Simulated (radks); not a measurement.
Values are calculated unless marked as measured or tabulated.
Lu XXXIV, 38 electrons, occupied as [Kr] 4d2. Level of theory: scalar-relativistic Kohn-Sham, LDA (Slater exchange, VWN5 correlation), spin-polarised, spherical densities, finite nucleus; open shells are filled with parallel spins first (spin-orbit coupling, left out, can overturn this in heavy ions); Fermi nuclear charge, rms radius 5.37 fm (a radial shooting solver on a logarithmic mesh with Libxc functionals).

Unscreened Slater integrals over Kohn-Sham orbitals (hartree). They are taken over the spin-up orbitals.

integral     value
F0(4d,4d)   1.9985
F2(4d,4d)   1.0206
F4(4d,4d)  0.69562
F0(4d,4p)   1.9974
F2(4d,4p)   1.0261
G1(4d,4p)   1.2773
G3(4d,4p)  0.81860
F0(4d,4s)   2.0263
G2(4d,4s)   1.0124
F0(4d,3d)   2.5670
F2(4d,3d)  0.74723
F4(4d,3d)  0.37406
G0(4d,3d)  0.23874
G2(4d,3d)  0.30296
G4(4d,3d)  0.23857
F0(4p,4p)   2.0016
F2(4p,4p)   1.0455
F0(4p,4s)   2.0299
G1(4p,4s)   1.3744
F0(4p,3d)   2.5425
F2(4p,3d)  0.71958
G1(4p,3d)  0.23330
G3(4p,3d)  0.23517
F0(4s,4s)   2.0608
F0(4s,3d)   2.5923
G2(4s,3d)  0.24064
F0(3d,3d)   4.7735
F2(3d,3d)   2.4336
F4(3d,3d)   1.5659

Derived for the open shells (J is the average intra-shell exchange parameter used in DFT+U). 4d: Racah B = F2/49 - 5 F4/441 = 0.01294 hartree, C = 35 F4/441 = 0.05521 hartree, C/B = 4.27, F4/F2 = 0.682, J = (F2 + F4)/14 = 0.1226 hartree.
